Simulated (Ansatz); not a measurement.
`C=NC(F)[SiH2]N`. Total charge 0; spin multiplicity 1. The geometry is a stationary point of PBE0-D4/def2-TZVP. It is one conformer, not always the lowest.

```xyz
13

C    -1.505   -1.507    0.380
N    -0.510   -1.000    0.969
C    -0.320    0.387    1.025
F    -1.408    1.141    0.551
Si    1.224    0.836   -0.028
N     1.125    0.308   -1.650
H    -1.584   -2.592    0.337
H    -2.297   -0.914   -0.080
H    -0.171    0.678    2.072
H     2.391    0.206    0.637
H     1.321    2.317   -0.023
H     0.562    0.813   -2.315
H     1.173   -0.672   -1.875
```

Task: What is the dipole moment at PBE/def2-TZVPP? (Estimate.)

Result: Ansatz gave: 1.42 D, with components (-0.32, -0.64, -1.23) D in this frame, pointing from negative to positive charge.

Task: And with r2SCAN, B3LYP, ωB97M-V? (Best estimate.)

Result: Computed: r2SCAN 1.46 D, B3LYP 1.46 D, ωB97M-V 1.53 D.

Task: Give the Mulliken charges with PBE, r2SCAN, ωB97M-V in def2-TZVPP. (An estimate is asked.)

Result: Ansatz gave: 
```json
{"atom": "C1", "PBE": "-0.13", "r2SCAN": "-0.05", "ωB97M-V": "-0.12"}
{"atom": "N2", "PBE": "-0.19", "r2SCAN": "-0.28", "ωB97M-V": "-0.24"}
{"atom": "C3", "PBE": "0.16", "r2SCAN": "0.22", "ωB97M-V": "0.12"}
{"atom": "F4", "PBE": "-0.22", "r2SCAN": "-0.26", "ωB97M-V": "-0.25"}
{"atom": "Si5", "PBE": "0.31", "r2SCAN": "0.42", "ωB97M-V": "0.34"}
{"atom": "N6", "PBE": "-0.39", "r2SCAN": "-0.45", "ωB97M-V": "-0.37"}
{"atom": "H7", "PBE": "0.10", "r2SCAN": "0.08", "ωB97M-V": "0.11"}
{"atom": "H8", "PBE": "0.08", "r2SCAN": "0.08", "ωB97M-V": "0.11"}
{"atom": "H9", "PBE": "0.08", "r2SCAN": "0.06", "ωB97M-V": "0.11"}
{"atom": "H10", "PBE": "-0.06", "r2SCAN": "-0.08", "ωB97M-V": "-0.03"}
{"atom": "H11", "PBE": "-0.06", "r2SCAN": "-0.07", "ωB97M-V": "-0.03"}
{"atom": "H12", "PBE": "0.16", "r2SCAN": "0.16", "ωB97M-V": "0.12"}
{"atom": "H13", "PBE": "0.15", "r2SCAN": "0.16", "ωB97M-V": "0.12"}
```

B3LYP here is the variant with VWN-RPA as its local correlation; programs differ in this.
